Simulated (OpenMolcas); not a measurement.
As²⁺: effect of the level shift or regulariser

| Item | Value |
| --- | --- |
| Program | OpenMolcas 26.06 |
| Basis | ANO-R3 [7s6p5d3f2g] |
| Scalar Hamiltonian | X2C, finite nucleus |
| Active space | 1 electron in 9 orbitals (RAS2 4p; RAS3 4d 5s, at most 1 electron) |
| State averaging | 2S+1 = 2 odd, 3 roots; 2S+1 = 2 even, 6 roots |
| Spin-orbit coupling | state interaction with AMFI integrals over the reference wave functions, term energies averaged over their components |

Methods on the same reference wave functions:
A. RASSCF
B. SS-RASPT2, IPEA 0.25 Eh, imaginary shift 0.1 Eh (closed shells correlated: 3d 4s)
C. SS-RASPT2, IPEA 0.25 Eh, sigma2 regulariser 0.3 Eh (closed shells correlated: 3d 4s)

Energies in cm⁻¹ above 4s² 4p ²P°_1/2, the measured ground level; measured values from Moore, Atomic Energy Levels, vol. II, NSRDS-NBS 35 (1971 reprint of NBS Circular 467, 1952).

```json
{"Level": "4s² 4p ²P°_1/2", "A": "0.0", "B": "0.0", "C": "0.0", "Measured": "0.0"}
{"Level": "4s² 4p ²P°_3/2", "A": "2638", "B": "2640", "C": "2640", "Measured": "2940"}
{"Level": "4s² 5s ²S_1/2", "A": "106566", "B": "108780", "C": "108780", "Measured": "106694"}
{"Level": "4s² 4d ²D_3/2", "A": "121272", "B": "117740", "C": "117780", "Measured": "117651"}
{"Level": "4s² 4d ²D_5/2", "A": "121489", "B": "117960", "C": "118000", "Measured": ""}
```

Deviations, from unrounded energies. A percentage is the sum of absolute deviations over the sum of measured energies, with the sign that they share, or ± where signs differ.

| Against measurement | Levels | A | B | C |
| --- | --- | --- | --- | --- |
| mean absolute deviation (cm-1) | 3 | 1400 | 820 | 840 |
| fine structure of the ground term (%) | 1 | -10.3 | -10.3 | -10.3 |
| other configurations (%) | 2 | ±1.7 | +1.0 | +1.0 |

B, C lie about equally close to measurement and A furthest from it. The largest miss of B in the table is 4s² 5s ²S_1/2, by +2100 cm-1. The ranking rests on the paired levels alone, and a cruder setting can come out closer through cancelling errors.

Between B and C the level of the table that moves most is 4s² 4d ²D_3/2, by 43 cm-1 (lowest in B, highest in C). Moves below CASPT2's spread within the term are not significant.

The mean deviations of B to C differ by less than CASPT2's widest spread within a term (630 cm-1), so their order carries little weight.

The lowest spin-free term lies below A's lowest term by 0.535 hartree in B, 0.535 hartree in C.

CASPT2 breaks the degeneracy within a term, and the mean is taken; among the terms shown or strongly mixed into the levels shown the widest spread is 630 cm-1 (4s² 4d ²D, B). ANO sets are built for valence states and can reach diffuse excited orbitals poorly, and with the s shell closed the s pⁿ⁺¹ terms that mix with these levels are absent. With one active electron the reference holds no correlation, so core polarisation is missing (holds for A). With one active electron, CASPT2 adds the correlation within the correlated inactive shells and between them and that electron, and leaves the splitting within a term as the reference gives it (holds for B; C). Measured partners are found by configuration, term and J. A level has none where our copy of the source lacks it or the pairing is in doubt (some pairs that miss far off the trend of their configuration count as doubtful), and it then counts in no deviation. Only configurations of the active space appear.

° marks odd parity.
